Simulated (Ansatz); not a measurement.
Basis-set extrapolation for C₂H₈AlBSi (PBE0-D4/def2-TZVP geometry, frozen core, Ansatz). Multiplicity 1, RHF reference.

```json
{"": "HF", "def2-TZVPP": "-635.961182", "def2-QZVPP": "-635.982095"}
{"": "MP2 correlation", "def2-TZVPP": "-0.656572", "def2-QZVPP": "-0.698880"}
{"": "CCSD(T) correlation", "def2-TZVPP": "-0.742937", "def2-QZVPP": "not run"}
```

Energies in hartree. Use E(X) = E(∞) + A·exp(−7.88·√X) for Hartree–Fock and E(X) = E(∞) + B·X^(−2.97) for correlation, with X = 3 and 4, and add CCSD(T) minus MP2 of the smaller set to the MP2 limit.

Task: What is the CCSD(T) energy at the basis-set limit?

Result: HF limit: -635.982095 + (-0.020913) × 0.13774 = -635.98498. MP2 limit: -0.698880 + (-0.042308) × 0.74074 = -0.73022. Higher-order term: -0.742937 − (-0.656572) = -0.08636. Total: -636.80156 hartree, 255.8 kJ/mol below CCSD(T)/def2-TZVPP.
